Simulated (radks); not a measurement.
Problem. Species: the vanadium ion V3+. Configuration: [Ar] 3d2. Calculated with a radial shooting solver on a logarithmic mesh with Libxc functionals: scalar-relativistic Kohn-Sham, LDA (Slater exchange, Perdew-Wang correlation), spin-unpolarised, spherical densities, point nucleus. Some entries of the table are withheld. Estimate them.

orbital,occ.,eigenvalue (hartree),r(max) (bohr)
1s,2,-197.9258,0.04358
2s,2,-23.37710,0.2562
2p,6,-19.76507,(1)
3s,2,(2),0.8162
3p,6,-2.83974,(3)
3d,2,(4),(5)

Solution. 
(1) 2p r(max) (bohr): 0.2081
(2) 3s eigenvalue (hartree): -3.80169
(3) 3p r(max) (bohr): 0.8377
(4) 3d eigenvalue (hartree): -1.36773
(5) 3d r(max) (bohr): 0.8477
